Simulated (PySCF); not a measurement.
Electron correlation in Nb⁺ (niobium, charge +1)

[Kr] 4d3 5s1, 5s spin antiparallel (an excited configuration). Computed with PySCF 2.14 in def2-TZVPPD with the def2 core potential (28 electrons), with a scalar-relativistic core potential. Frozen: 4s2 4p6; 4 electrons correlated.

MP2 pair energies summed by pair of shells (mhartree):

```
 pair  energy  share (%)
4d-5s  -21.66       59.8
4d-4d  -14.58       40.2
```

Total MP2 correlation energy: -36.25 mhartree.

Same-spin part -14.58 and opposite-spin part -21.66 mhartree; SCS-MP2 scales them by 1/3 and 6/5 to -30.86 mhartree.
